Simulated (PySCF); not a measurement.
# How methods differ on the fine-structure interval of Au⁶⁶⁺

Au⁶⁶⁺ [Ne] 3s2 3p1 [3p1/2^1, M_J = 1/2] → Au⁶⁶⁺ [Ne] 3s2 3p1 [3p3/2^1, M_J = 3/2], as a difference of total energies. Computed with PySCF 2.14 in an even-tempered Gaussian basis (17 s from 23 bohr⁻², ratio 2.4; 14 p from 29 bohr⁻², ratio 2.4; 4 d from 97 bohr⁻², ratio 2.6; 4 f from 140 bohr⁻², ratio 2.6), with the two-component X2C-1e Hamiltonian. Correlated levels: 1s2 frozen; the 46 highest virtual spinors dropped. "Screened" scales the spin-orbit matrix elements by Boettger's factors to mimic the two-electron term; Breit and QED terms are absent.

```json
{"method": "GHF (screened spin-orbit)", "fine-structure interval (cm⁻¹)": "4068300"}
{"method": "GMP2 (screened spin-orbit)", "fine-structure interval (cm⁻¹)": "4060900"}
{"method": "GHF (bare spin-orbit)", "fine-structure interval (cm⁻¹)": "4187700"}
```
